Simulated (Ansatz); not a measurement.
Mulliken charges of C2H5BOSe (`C[Se]B1CO1`) from B3LYP/def2-TZVPP in Ansatz (PBE0-D4/def2-TZVP geometry).

| atom | x (Å) | y (Å) | z (Å) | charge (e) |
| --- | --- | --- | --- | --- |
| C1 | -1.508 | -1.220 | -0.191 | -0.373 |
| Se2 | 0.283 | -1.690 | 0.437 | 0.073 |
| B3 | 1.077 | 0.032 | 0.304 | 0.047 |
| C4 | 1.186 | 1.514 | 0.029 | -0.120 |
| O5 | 2.262 | 0.609 | 0.529 | -0.264 |
| H6 | -2.111 | -2.122 | -0.104 | 0.136 |
| H7 | -1.465 | -0.903 | -1.230 | 0.135 |
| H8 | -1.925 | -0.436 | 0.434 | 0.134 |
| H9 | 0.891 | 2.261 | 0.760 | 0.116 |
| H10 | 1.392 | 1.904 | -0.964 | 0.116 |

Problem. By hand: the dipole of these point charges (1 e Å = 4.8032 D).

Solution. Σ q r = (-0.584, 0.005, -0.171) e Å, of length 0.609 e Å = 2.93 D.

Problem. How does the dipole of the full density compare? (Best estimate.)

Solution. The calculation gave: (-0.549, 0.081, -0.178) e Å, 2.80 D; the point charges give 1.05 times that, at 8° from its direction.

Point charges leave out the atoms' own dipoles, such as those of lone pairs, and Mulliken's split depends on the basis, so the close match here is no proof of good charges.

B3LYP here is the variant with VWN-RPA as its local correlation; programs differ in this.
